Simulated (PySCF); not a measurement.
5-ethenylidene-2H-furan (C6H6O), SMILES C1=CC(=C=C)OC1. The structure is a stationary point at PBE-D3(BJ)/def2-SVP. Other conformers were not sampled.

**Question.** Give the equilibrium geometry at PBE-D3(BJ)/def2-SVP (PySCF confirms it by a frequency run) as Cartesian coordinates in Å, and its point group. (An estimate is asked for; the answer gives what the named calculation found.)

**Answer.** One answer among several that fit: point group Cs.
```xyz
13

C      0.0196    -2.9695     0.0000
C      0.0234    -1.6543     0.0000
C     -0.0201    -0.3213     0.0000
C     -1.2028     0.5420     0.0000
C     -0.7903     1.8298     0.0000
C      0.7103     1.8529     0.0000
O      1.1120     0.4774     0.0000
H      0.0210    -3.5583    -0.9385
H      0.0210    -3.5583     0.9385
H     -2.2320     0.1635     0.0000
H     -1.4212     2.7286     0.0000
H      1.1374     2.3641     0.8968
H      1.1374     2.3641    -0.8968
```
Charge 0, spin multiplicity 1.
